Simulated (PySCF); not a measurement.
**Unknowns**

Computational details: geometry from GFN2-xTB, NMR shieldings at PBE0/pcSseg-1/GIAO, in PySCF (no relativistic terms, single conformer, fast rotation and ring inversion assumed for equivalent nuclei, no solvent).

Chemical shifts δ = σref − σ; TMS for ¹H (σ = 31.72 ppm) and ¹³C (σ = 186.93 ppm), all at this level. Splittings of carbon signals by F and P are missing where no couplings were computed. Where no couplings were computed, multiplicities follow the n + 1 count of equivalent neighbours, and m marks all less simple cases (inequivalent or close neighbours, rings, F or P nearby). Shifts are as computed. Against solution values, carbons near 30 ppm lie about +3 ppm off and those near 130 ppm about +5 ppm. Of 1211 compounds with measured shifts, 218 miss one by over three times the rms of a fit or turn the order of signals round; such compounds aren't used in these exercises.

Question: C6H11FO2Si. ¹H NMR (400 MHz, computed): δ 6.42 (m, 1H), 5.90 (m, 1H), 5.83 (m, 1H), 5.15 (m, 1H), 4.90 (m, 1H), 4.48 (m, 1H), 4.38 (m, 1H), 4.35 (m, 1H), 1.60 (s, 3H). ¹³C{¹H} NMR (computed): δ 148.6 (CH), 122.5 (CH2), 95.3 (CH), 81.4 (C), 66.0 (CH2), 30.3 (CH3). What is it?

Answer: SMILES C=C[C@@]1(C)O[SiH2]OC[C@H]1F. Rings plus π bonds: 2 (1 ring in the answer). 6 carbon signals for 6 carbons: no two carbons are equivalent. Carbon types of the structure: 1 × C, 2 × CH, 2 × CH2, 1 × CH3, leaving 2 H on heteroatoms. δC 122.5: terminal =CH2 carbon; an sp2 carbon of a C=C bond. δC 95.3: sp3 CH bonded to F; pulled downfield by the heteroatom. δC 81.4: allylic fully substituted sp3 carbon bonded to O; deshielded by the electronegative neighbour. δC 66.0: sp3 CH2 bonded to O; the inductive effect lowers its shielding.

The data come from this structure; uniqueness wasn't tested.

Question: C6H14OP2. ¹H NMR (300 MHz, computed): δ 4.43 (m, 2H), 4.30 (m, 2H), 3.14 (m, 2H), 2.29 (m, 2H), 1.87 (m, 2H), 1.76 (m, 2H), 0.08 (m, 2H). ¹³C{¹H} NMR (computed): δ 67.6 (CH2), 32.3 (CH2), 25.5 (CH2), 9.0 (CH2). What is it?

Answer: `C1OCCP(=C)(CP)C1`. 4 carbon signals for 6 carbons: some carbons are equivalent by symmetry or fast rotation. Carbon types of the structure: 6 × CH2, leaving 2 H on heteroatoms. δC 67.6: sp3 CH2 bonded to O; pulled downfield by the heteroatom. δC 9.0: carbon double-bonded to a heavier main-group atom. δH 4.43, 4.30: hydrogen on an sp3 CH2 bonded to O; its carbon carries O, which withdraws density. δH 2.29, 1.87: hydrogen on an sp3 CH2 bonded to P.

The data come from this structure; uniqueness wasn't tested.
